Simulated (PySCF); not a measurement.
Species: CH2STe.
Z-matrix (Å and degrees, PBE0-D3(BJ)/def2-SVP geometry), rows numbered from 1:
```
S 
C   1  1.7062
Te  2  1.9846  1  130.55
H   1  1.3560  2   97.45  3     0.21
H   2  1.0990  1  110.12  3   179.82
```

Computed, not measured: PySCF, PBE0-D3(BJ)/def2-SVP geometry optimisation, gas phase, def2 core potentials past Kr.

Masses are those of the commonest isotopes; rigid-rotor values at the optimised geometry. The values belong to one conformer with, in the numbering `[SH:1][CH:2]=[Te:3]`, H–S1–C2–Te3 0°.

Problem. Give the principal moments of inertia and the rotational constants in cm⁻¹.

Solution. Ia = 11.36, Ib = 310.39, Ic = 321.74 u·Å²; 505379 MHz·u·Å²/I gives 44496, 1628 and 1571 MHz, that is A = 1.48422, B = 0.05431, C = 0.05239 cm⁻¹.

Problem. Classify the top.

Solution. A near-prolate asymmetric top; Ray's κ = -0.997.

Problem. What does the inertial defect say?

Solution. Planar: Δ = Ic − Ia − Ib = 0.00 u·Å². For a rigid frame Δ = −2 Σ m c², so it vanishes when all atoms lie in the ab plane; here none is more than 0.01 Å from it.

Problem. Give the coordinates in the principal-axis frame, origin at the centre of mass.

Solution. The sense of each axis is arbitrary; atoms in the order of the calculation.
```json
{"atom": "S1", "mass (u)": "31.972", "a (Å)": "2.589", "b (Å)": "0.136", "c (Å)": "0.000"}
{"atom": "C2", "mass (u)": "12.000", "a (Å)": "1.090", "b (Å)": "-0.678", "c (Å)": "0.001"}
{"atom": "Te3", "mass (u)": "129.906", "a (Å)": "-0.764", "b (Å)": "0.032", "c (Å)": "0.000"}
{"atom": "H4", "mass (u)": "1.008", "a (Å)": "2.102", "b (Å)": "1.402", "c (Å)": "0.003"}
{"atom": "H5", "mass (u)": "1.008", "a (Å)": "1.250", "b (Å)": "-1.765", "c (Å)": "-0.001"}
```

Problem. List the rotational levels J(Ka,Kc) to J = 3 (K).

Solution. Above 0(0,0), as E/k:
J = 1: 1(0,1) 0.154, 1(1,1) 2.211, 1(1,0) 2.214
J = 2: 2(0,2) 0.461, 2(1,2) 2.515, 2(1,1) 2.523, 2(2,1) 8.695, 2(2,0) 8.695
J = 3: 3(0,3) 0.921, 3(1,3) 2.972, 3(1,2) 2.988, 3(2,2) 9.156, 3(2,1) 9.156, 3(3,1) 19.449, 3(3,0) 19.449
The levels of one J sum to (2J + 1)J(J + 1)(A + B + C)/3.

Problem. Which lines would a microwave search look for?

Solution. The dipole components are |μa| = 1.60 D, |μb| = 0.30 D, |μc| = 0.00 D; the mirror of this Cs structure is the ab plane, so μc vanishes by symmetry and there are no c-type lines. The squared components, which scale the intensities, stand as 1.00 : 0.04 (a : b). Some lines, for components of 0.1 D or more:

```
type  branch         J(Ka,Kc)     MHz  lower level (cm⁻¹)
   a       Q  3(1,2) ← 3(1,3)     345               2.065
   a       R  1(0,1) ← 0(0,0)    3199               0.000
   a       R  2(1,2) ← 1(1,1)    6340               1.537
   a       R  2(1,1) ← 1(1,0)    6455               1.539
   a       R  3(1,3) ← 2(1,2)    9511               1.748
   a       R  3(0,3) ← 2(0,2)    9597               0.320
   a       R  3(2,2) ← 2(2,1)    9597               6.044
   a       R  3(2,1) ← 2(2,0)    9597               6.044
   a       R  3(1,2) ← 2(1,1)    9683               1.754
   b       Q  1(1,0) ← 1(0,1)   42925               0.107
   b       Q  2(1,1) ← 2(0,2)   42983               0.320
   b       R  2(1,2) ← 1(0,1)   49208               0.107
   b       R  3(1,3) ← 2(0,2)   52321               0.320
   b       Q  3(2,1) ← 3(1,2)  128517               2.077
   b       Q  2(2,0) ← 2(1,1)  128603               1.754
   b       Q  2(2,1) ← 2(1,2)  128775               1.748
   b       Q  3(2,2) ← 3(1,3)  128861               2.065
   b       R  2(2,0) ← 1(1,1)  135116               1.537
   b       R  3(2,2) ← 2(1,1)  138200               1.754
   b       Q  3(3,0) ← 3(2,1)  214481               6.364
   b       R  3(3,1) ← 2(2,0)  224078               6.044
   b       R  3(3,0) ← 2(2,1)  224078               6.044
```

No PBE0-D3(BJ)/def2-SVP frequencies stand behind this structure, so it isn't proved a minimum. These are rigid-rotor constants of the computed structure; measured ground-state constants (B0) also hold zero-point vibration.

The run took 12 s of wall time on Arm Neoverse V2, one thread, on a shared host, and the process peaked at 0.31 GiB of memory. This is the geometry optimisation.
